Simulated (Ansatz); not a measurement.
One change: `[Cl][Sn]([Cl])([Cl])[Cl]` becomes `[Cl][Sn]([Cl])([Cl])[I]`.

Ansatz, PBE0-D4/def2-TZVP geometries, multiplicity 1. 

Elements past krypton have def2 core potentials.

| property | `[Cl][Sn]([Cl])([Cl])[Cl]` |
| --- | --- |
| LUMO energy (B3LYP/def2-TZVPP) / eV | -3.47 |
| size of the dipole moment (PBE/def2-TZVPP) / D | 0.00 |
| LUMO energy (ωB97M-V/def2-TZVPP) / eV | -1.12 |
| HOMO–LUMO gap (B3LYP/def2-TZVPP) / eV | 5.99 |
| size of the dipole moment (B3LYP/def2-TZVPP) / D | 0.00 |
| LUMO energy (PBE/def2-TZVPP) / eV | -4.07 |

Give the same properties after the change, and the shifts. (An estimate is asked.)

Computed: 
```tsv
property	`[Cl][Sn]([Cl])([Cl])[I]`	shift
LUMO energy (B3LYP/def2-TZVPP) / eV	-3.61	-0.14
size of the dipole moment (PBE/def2-TZVPP) / D	1.38	1.38
LUMO energy (ωB97M-V/def2-TZVPP) / eV	-1.40	-0.28
HOMO–LUMO gap (B3LYP/def2-TZVPP) / eV	4.69	-1.30
size of the dipole moment (B3LYP/def2-TZVPP) / D	1.44	1.44
LUMO energy (PBE/def2-TZVPP) / eV	-4.15	-0.08
```

With PBE0 the HOMO rises by 1.21 eV and the LUMO falls by 0.16 eV, so the gap narrows by about 1.37 eV. PBE moves the HOMO by 0.93 eV and ωB97M-V by 1.34 eV.

B3LYP here is the variant with VWN-RPA as its local correlation; programs differ in this.

Spin–orbit coupling is left out; it splits and shifts lone-pair levels of the heavy atoms by tenths of an eV.
